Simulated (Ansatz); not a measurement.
`C[N]=[W]([OH])([F])([F])[Cl]`, relaxed with RKS PBE0-D4/def2-TZVP in the Gaussian-basis code of Ansatz from a PBE-D4/def2-SVP geometry. The force threshold is 0.005 eV/Å; the program also tests the step.

Total charge 0; spin multiplicity 1. W: def2 effective core potential.

Start:

```xyz
11

C    -0.279   -1.716    0.848
N     0.049   -0.469    0.273
W     0.207    1.217   -0.250
O     0.641    0.903   -2.056
F     1.611    1.609    0.936
F     0.239    3.118   -0.608
Cl   -2.046    1.563    0.167
H     0.354   -1.932    1.738
H    -1.346   -1.715    1.172
H    -0.145   -2.548    0.120
H     0.715   -0.030   -2.337
```

Problem. How much energy does the relaxation release, and in how many steps? (An estimate is asked.)

Solution. The calculation gave: 7.91 kJ/mol, in 11 steps, 1 of them rejected.

Problem. Which bonds change most? (Best estimate.)

Solution. Computed: W3–Cl7 from 2.317 to 2.285 Å; N2–W3 from 1.772 to 1.744 Å; W3–F5 from 1.879 to 1.855 Å; W3–O4 from 1.884 to 1.863 Å.

Problem. Give the relaxed structure. (Best estimate.)

Solution. Ansatz gave: 
```xyz
11

C    -0.269   -1.718    0.837
N     0.009   -0.450    0.293
W     0.181    1.204   -0.233
O     0.626    0.878   -2.013
F     1.556    1.600    0.948
F     0.284    3.072   -0.657
Cl   -2.027    1.635    0.167
H     0.368   -1.916    1.705
H    -1.317   -1.761    1.157
H    -0.103   -2.507    0.096
H     0.690   -0.037   -2.301
```
